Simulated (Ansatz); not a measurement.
The lowest singlet and triplet of C2H2 (SMILES C#C); geometries from B3LYP-D3(BJ)/def2-TZVP, each state relaxed from the structure named, with no frequency check.
Singlet (charge 0, multiplicity 1):
```xyz
4

C      0.0000     0.0000    -0.5984
C      0.0000     0.0000     0.5984
H      0.0000     0.0000    -1.6611
H      0.0000     0.0000     1.6611
```
Triplet (charge 0, multiplicity 3):
```
atom    x (Å)    y (Å)    z (Å)
----  -------  -------  -------
C      0.6389   0.1742  -0.1204
C     -0.6339  -0.1898  -0.1228
H      1.2778   0.4163   0.7321
H     -1.3073  -0.3230   0.7272
```

A positive gap puts the triplet lower; no zero-point energy. U- takes an unrestricted singlet (broken symmetry where lower, unprojected). The triplet is unrestricted in single-reference levels. Active spaces average the two states.

Correlated levels freeze the cores.

The values were computed with Ansatz (a quantum-chemistry and plane-wave program) with Gaussian orbitals. 

Q: Estimate the gap E(singlet) − E(triplet), adiabatic that FIC-MRCISD+Q on SA-CASSCF(4,4)/cc-pVQZ returns for this input.

A: -90.0 kcal/mol

Q: What gap E(singlet) − E(triplet), adiabatic does U-SCS-MP2/cc-pVDZ give?

A: -89.0 kcal/mol

Q: Estimate the gap E(singlet) − E(triplet), adiabatic that U-HF/cc-pVTZ returns for this input.

A: -62.8 kcal/mol
